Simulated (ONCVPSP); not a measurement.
## Before and after: ONCV potential for Pd (Z = 46)

```
Element                 : palladium (Pd)
Generator               : ONCVPSP 4.0.1
Type                    : optimised norm-conserving Vanderbilt (ONCV)
Functional              : PBE
Relativity              : fully relativistic
Frozen core             : [Ar] 3d10
Valence charge          : 18
Reference configuration : 4s2 4p6 4d9 (charge +1)
Partial waves           : 4s: rc 1.55 bohr, ncon 5, nbas 10, qcut 7.8 1/bohr, 2 projectors, debl 1.9 Ha; 4p: rc 1.40 bohr, ncon 4, nbas 7, qcut 12.2 1/bohr, 2 projectors, debl 2.6 Ha; 4d: rc 1.35 bohr, ncon 4, nbas 8, qcut 7.6 1/bohr, 3 projectors, debl 1.4 Ha
Local potential         : polynomial inside 0.85 bohr (lpopt 4, dvloc0 0 Ha)
Core correction         : Teter function fitted to the true core (icmod 2), fcfact 0.6
```

Open shells are filled in proportion to 2j + 1.

In the s channel the program set the typed energies aside and used -3.551, 0.250 Ha.

Change: d: qcut 7.

Cutoffs: the cutoffs (Ha) at which the residual kinetic energy of the hardest occupied pseudo-wave falls to 1 and 0.1 mHa per electron; they do not see the model core or the augmentation charge, which bear on the density cutoff. Errors are all-electron minus pseudo energies relative to the spin-unpolarised reference configuration.

Question: Predict the effect on cutoff, ghosts and configuration errors.

Answer: The potential gets harder (43 Ha and 82 Ha → 43 Ha and 119 Ha); a bound ghost appears in d, which as a rule spoils a file; of the 4 tests that both files solve, the error grows in 2 and shrinks in 0 by more than 15 % and 0.3 meV (median size 2.5 → 3.2 meV).

| quantity | base | changed |
| --- | --- | --- |
| cutoff, loose | 43 Ha | 43 Ha |
| cutoff, tight | 82 Ha | 119 Ha |
| loose cutoff by channel | s 25 Ha, p 43 Ha, d 28 Ha | s 25 Ha, p 43 Ha, d 41 Ha |
| bound ghosts | none | d5/2, d3/2 |
| GHOST(+) flags under 300 eV | s at 193.8 eV | s at 193.8 eV |
| error for 4s2 4p6 4d10, meV [ΔE -9.12 eV] | -0.4 | -0.4 |
| error for 4s2 4p6 4d8, meV [ΔE 20.82 eV] | +0.5 | +0.7 |
| error for 4s2 4p6 4d7, meV [ΔE 55.18 eV] | +4.5 | +5.7 |
| error for 4s2 4p5 4d10, meV [ΔE 48.15 eV] | -17 | -22 |
| s: phases at 1.57 bohr within 0.05 rad from the reference energy up to (Ha; the scan ends near 5) | to the end of the scan | to the end of the scan |
| p3/2: phases at 1.42 bohr within 0.05 rad from the reference energy up to (Ha; the scan ends near 5) | to the end of the scan | to the end of the scan |
| p1/2: phases at 1.42 bohr within 0.05 rad from the reference energy up to (Ha; the scan ends near 5) | to the end of the scan | to the end of the scan |
| d5/2: phases at 1.37 bohr within 0.05 rad from the reference energy up to (Ha; the scan ends near 5) | to the end of the scan | to the end of the scan |
| d3/2: phases at 1.37 bohr within 0.05 rad from the reference energy up to (Ha; the scan ends near 5) | to the end of the scan | to the end of the scan |
| rms error of d²Exc/dni dnj with the model core, mHa | 5.64 | 5.63 |

 A true bound ghost makes a file unfit for plane-wave use even where its test errors are small: the radial tests pick states by their node count and pass the ghost by.
